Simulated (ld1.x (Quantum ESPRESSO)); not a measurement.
Transferability test, ultrasoft potential for cobalt (Co)

Co (Z = 27), ultrasoft, made with ld1.x (Quantum ESPRESSO) 7.5 (LDA (PZ), scalar-relativistic). Core [Ne], reference 3s2 3p6 3d7 4s2 4p0. Waves: 3s (bound): rcut 1.05, rcutus 1.10 bohr; 4s (bound): rcut 1.05, rcutus 1.10 bohr; 3p (bound): rcut 1.30, rcutus 1.40 bohr; 4p (bound, empty): rcut 1.30, rcutus 1.40 bohr; 3d (bound): rcut 1.35, rcutus 1.45 bohr; 3d channel at 2.05 Ry: rcut 1.35, rcutus 1.45 bohr. Local part: all-electron potential smoothed inside 1.45 bohr (lloc = -1). Core correction: a·sin(br)/r model core, default radius (core density twice the valence density). Augmentation charge: PSQ, inside the norm-conserving radii.

Energies are relative to the spin-unpolarised reference configuration 3s2 3p6 3d7 4s2 4p0; without spin polarisation the order of configurations can differ from experiment. Spin-polarised rows fill each open shell by Hund’s rule, majority spin first.

```tsv
valence configuration	charge	ΔE all-electron (eV)	error AE − PS (meV)
3s2 3p6 3d7 4s0 4p0	+2	26.380	-30
3s2 3p6 3d6 4s0 4p0	+3	62.569	-582
3s2 3p5 3d7 4s2 4p0	+1	73.421	-41
3s2 3p6 3d7.5 4s1.5 4p0	0	-0.980	-92
3s2 3p6 3d7 4s0 4p1	+1	14.748	-2.7
3s2 3p6 3d7 4s1.5 4p0	+0.5	3.721	-1.6
3s2 3p6 3d7 4s2 4p0 (spin-polarised)	0	-1.983	+404
```

Task: What are ΔE and the potential's error for 3s2 3p6 3d7 4s1 4p0 (spin-polarised)?

Result: ΔE = 6.717 eV all-electron; the error (AE − PS) is +409 meV.

Task: What are ΔE and the potential's error for 3s2 3p6 3d7 4s1 4p0?

Result: ΔE = 9.296 eV all-electron; the error (AE − PS) is -6.5 meV.

Levels in the configuration 3s2 3p6 3d7 4s0 4p1:

| level | all-electron (eV) | pseudo (eV) |
| --- | --- | --- |
| 3s | -112.322 | -112.303 |
| 3p | -75.974 | -75.954 |
| 3d | -18.770 | -18.735 |
| 4p | -8.498 | -8.499 |
